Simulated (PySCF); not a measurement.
Al (SMILES [Al-]), charge -1, triplet (in this run its highest filled SCF level lies above zero, so its values depend strongly on the basis, on diffuse functions most of all); M062X/def2-SVP (PySCF).

The PySCF input:
```python
from pyscf import gto, scf, dft

mol = gto.Mole()
mol.atom = '''
    Al    0.000000    0.000000    0.000000
'''
mol.basis = 'def2-svp'
mol.charge = -1
mol.spin = 2
mol.verbose = 4
mol.build()

mf = dft.UKS(mol)
mf.xc = 'm062x'
mf.grids.atom_grid = (150, 974)
mf.kernel()
mf.analyze()
```

Question: Write the output that PySCF gives for this input, abridged.

Answer: 
```
PySCF version 2.14.0

[INPUT] verbose = 4
[INPUT] num. atoms = 1
[INPUT] num. electrons = 14
[INPUT] charge = -1
[INPUT] spin (= nelec alpha-beta = 2S) = 2
[INPUT] symmetry False subgroup None
[INPUT] Mole.unit = angstrom
[INPUT] Symbol           X                Y                Z      unit          X                Y                Z       unit  Magmom
[...]
nuclear repulsion = 0
number of shells = 8
number of NR pGTOs = 36
number of NR cGTOs = 18
basis = def2-svp
ecp = {}

******** <class 'pyscf.dft.uks.UKS'> ********
method = UKS
initial guess = minao
damping factor = 0
level_shift factor = 0
DIIS = <class 'pyscf.scf.diis.CDIIS'>
diis_start_cycle = 1
diis_space = 8
diis_damp = 0
SCF conv_tol = 1e-09
SCF conv_tol_grad = None
SCF max_cycles = 50
direct_scf = True
direct_scf_tol = 1e-13
number electrons alpha = 8  beta = 6
XC library pyscf.dft.libxc version 7.1.2
    S. Lehtola, C. Steigemann, M. J. T. Oliveira, and M. A. L. Marques,  SoftwareX 7, 1–5 (2018)
XC functionals = m062x
    Y. Zhao and D. G. Truhlar,  Theor. Chem. Acc. 120, 215 (2008)
    Y. Zhao and D. G. Truhlar,  Theor. Chem. Acc. 120, 215 (2008)
radial grids:
    Treutler-Ahlrichs [JCP 102, 346 (1995); DOI:10.1063/1.469408] (M4) radial grids

becke partition: Becke, JCP 88, 2547 (1988); DOI:10.1063/1.454033
pruning grids: <function nwchem_prune>
grids dens level: 3
symmetrized grids: False
atomic radii adjust function: <function treutler_atomic_radii_adjust>
User specified grid scheme (150, 974)
small_rho_cutoff = 0
Set gradient conv threshold to 3.16228e-05
tot grids = 74344
init E= -242.193493683836

cycle= 1 E= -242.246502950726  delta_E= -0.053  |g|= 0.0639  |ddm|= 0.968
cycle= 2 E= -242.25354891254  delta_E= -0.00705  |g|= 0.0262  |ddm|= 0.549
cycle= 3 E= -242.254510772618  delta_E= -0.000962  |g|= 0.00284  |ddm|= 0.109
cycle= 4 E= -242.254528669366  delta_E= -1.79e-05  |g|= 0.000479  |ddm|= 0.018
cycle= 5 E= -242.254529250048  delta_E= -5.81e-07  |g|= 2.38e-05  |ddm|= 0.0039
cycle= 6 E= -242.254529251314  delta_E= -1.27e-09  |g|= 1.46e-06  |ddm|= 0.000191
cycle= 7 E= -242.254529251318  delta_E= -4.26e-12  |g|= 2.4e-07  |ddm|= 8.96e-06
Extra cycle  E= -242.254529251318  delta_E= -1.71e-13  |g|= 6.5e-08  |ddm|= 1.72e-06
converged SCF energy = -242.254529251318  <S^2> = 2.0027933  2S+1 = 3.0018617
**** SCF Summaries ****
Total Energy =                        -242.254529251318047
Nuclear Repulsion Energy =               0.000000000000000
One-electron Energy =                 -339.972347149697555
Two-electron Energy =                   97.717817898379494
Two-electron Coulomb Energy =          116.454284724295420
DFT Exchange-Correlation Energy =      -18.736466825915922
**** MO energy ****
                             alpha | beta                alpha | beta
[...]
To work with the spin densities directly, `use mulliken_meta_spin()` only printing them here.

 ** Mulliken spin pop alpha/beta on meta-lowdin orthogonal AOs **
 ** Mulliken Spin Density (per AO)  **
spin_pop of  0 Al 1s       -0.00000
spin_pop of  0 Al 2s        0.00000
spin_pop of  0 Al 3s        0.01086
spin_pop of  0 Al 4s       -0.01015
spin_pop of  0 Al 2px       0.00004
spin_pop of  0 Al 2py       0.00004
spin_pop of  0 Al 2pz       0.00002
spin_pop of  0 Al 3px       0.95589
spin_pop of  0 Al 3py       0.84665
spin_pop of  0 Al 3pz       0.16102
spin_pop of  0 Al 4px       0.01770
spin_pop of  0 Al 4py       0.01567
spin_pop of  0 Al 4pz       0.00298
spin_pop of  0 Al 3dxy     -0.00001
spin_pop of  0 Al 3dyz     -0.00025
spin_pop of  0 Al 3dz^2    -0.00040
spin_pop of  0 Al 3dxz     -0.00005
spin_pop of  0 Al 3dx2-y2   -0.00001
 ** Mulliken Spin Density (per atom)  **
spin density of  0 Al =      2.00000
 ** Mulliken pop alpha/beta on meta-lowdin orthogonal AOs **
 ** Mulliken pop       alpha | beta **
[...]
In total             8.00000 | 6.00000
 ** Mulliken atomic charges   ( Nelec_alpha | Nelec_beta ) **
charge of  0Al =     -1.00000  (     8.00000      6.00000 )

WARN: System has nonzero charge -1; the dipole moment is origin-dependent.
Location of origin: [0. 0. 0.]

Dipole moment(X, Y, Z, Debye):  0.00000, -0.00000,  0.00000
```
